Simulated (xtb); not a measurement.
CH7FOSi3, SMILES O1[C@H]([SiH2]F)[SiH2][SiH2]1. All values are semi-empirical tight-binding results from xtb (GFN2-xTB unless named), good for trends rather than for accurate numbers. The structure is a stationary point at GFN2-xTB. The structure was generated by enumeration; whether it is a known compound was not checked. Other conformers were not sampled.

```
Item                                           Result
--------------------------------------  -------------
orbital gap                                   3.68 eV
dipole moment                                  2.25 D
zero-point energy                       44.8 kcal/mol
G − E(el) at 298.15 K (modified RRHO)   23.2 kcal/mol
static polarisability (D4 model)           99.0 bohr³
solvation energy, GFN2-xTB/ALPB(water)   0.4 kcal/mol
solvation energy, GFN2-xTB/ALPB(dmf)    -3.6 kcal/mol
```
